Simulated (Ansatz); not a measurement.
A nudged elastic band was laid between two geometries of C$_{2}$H$_{4}$Si$_{2}$ (8 atoms, charge 0, multiplicity 1).

These are results of UKS PBE-D4/def2-SVP in Ansatz 0.2.0, not measurements.

```
movable images  : 8
climbing image  : no
spring          : 5.0 eV/Å²
optimiser       : quadratic models (default)
start path      : through a guess of the saddle point
force threshold : 0.05 eV/Å
iteration limit : 60
end points      : relaxed
```

Initial state:

```xyz
8
Properties=species:S:1:pos:R:3
C -0.599 1.546 -0.921
Si 0.627 0.538 -0.194
C 0.239 -1.030 0.564
Si -0.004 -2.153 1.790
H -0.364 2.459 -1.494
H -1.667 1.285 -0.846
H 2.060 0.951 -0.341
H -0.293 -3.596 1.442
```

Final state:

```xyz
8
Properties=species:S:1:pos:R:3
C -0.670 0.972 -0.352
Si 0.825 -0.120 -0.464
C 0.141 -1.433 0.520
Si -1.001 -0.206 1.254
H -0.578 2.066 -0.210
H -1.444 0.745 -1.110
H 2.249 0.409 -0.471
H 0.477 -2.433 0.833
```

What changes between the two ends?

Bonds broken: Si4–H8. Bonds formed: C1–Si4, Si2–Si4, C3–H8.

What energy profile does the band end with?

The run converged. The highest image is number 2 of 0 to 9, 14.3 kJ/mol above the first end and 262.1 kJ/mol above the last; the last end lies 247.8 kJ/mol below the first. No image climbed, so the highest image needn't sit at the top of the path. The orbitals were unrestricted but ended closed-shell.

| image | path coordinate (Å) | energy (kJ/mol) | Si4–H8 (Å) | C1–Si4 (Å) | Si2–Si4 (Å) |
| --- | --- | --- | --- | --- | --- |
| 0 | 0.00 | 0.0 | 1.51 | 4.62 | 3.40 |
| 1 | 0.62 | 5.7 | 1.52 | 4.63 | 3.46 |
| 2 | 1.24 | 14.3 | 1.56 | 4.67 | 3.50 |
| 3 | 1.85 | -63.6 | 1.72 | 4.70 | 3.52 |
| 4 | 2.47 | -115.5 | 2.19 | 4.51 | 3.41 |
| 5 | 3.09 | -132.6 | 2.54 | 4.06 | 3.07 |
| 6 | 3.71 | -154.7 | 2.67 | 3.50 | 2.75 |
| 7 | 4.33 | -174.6 | 2.69 | 2.96 | 2.61 |
| 8 | 4.95 | -215.5 | 2.72 | 2.37 | 2.51 |
| 9 | 5.56 | -247.8 | 2.71 | 2.02 | 2.51 |

What is the geometry of the highest image?


```xyz
8
Properties=species:S:1:pos:R:3
C -0.566 1.401 -0.931
Si 0.632 0.437 -0.106
C 0.166 -0.953 0.936
Si -0.252 -2.168 2.062
H -0.322 2.270 -1.564
H -1.639 1.168 -0.824
H 2.076 0.794 -0.292
H -0.094 -2.949 0.720
```

The band took 18 iterations and roughly 7 core-minutes.

Time of the run: 3.6 min on 2 threads of Intel(R) Xeon(R) Platinum 8488C (Sapphire Rapids), with other jobs on the host, peak memory 0.21 GiB.
